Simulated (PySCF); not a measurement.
SMILES c1cncc(-c2cccnc2)c1 (GFN2-xTB optimised geometry):

```
20

C     -2.810     1.031    -0.696
C     -3.456     0.096     0.100
N     -2.810    -0.802     0.825
C     -1.493    -0.812     0.783
C     -0.733     0.068     0.010
C      0.730     0.004     0.005
C      1.411    -1.213     0.000
C      2.794    -1.213     0.000
C      3.455     0.007     0.000
N      2.824     1.169     0.012
C      1.505     1.166     0.017
C     -1.428     1.014    -0.743
H     -3.376     1.749    -1.270
H     -4.535     0.060     0.165
H     -1.012    -1.552     1.410
H      0.859    -2.142    -0.024
H      3.348    -2.139    -0.007
H      4.535     0.062    -0.010
H      1.037     2.142     0.050
H     -0.889     1.711    -1.369
```

Calculation: B3LYP/def2-SVP run with PySCF.

Problem. What are the frontier orbital energies and the dipole moment?

Solution. HOMO-2 -7.28 eV, HOMO-1 -6.91 eV, HOMO -6.84 eV, LUMO -1.43 eV, LUMO+1 -0.97 eV; dipole moment 1.28 D.

Meta-Löwdin charges at B3LYP/def2-SVP: C1 -0.12, C2 0.02, N3 -0.24, C4 0.01, C5 -0.01, C6 -0.01, C7 -0.08, C8 -0.12, C9 0.02, N10 -0.24, C11 0.01, C12 -0.08, H13 0.11, H14 0.10, H15 0.10, H16 0.11, H17 0.11, H18 0.10, H19 0.10, H20 0.11.
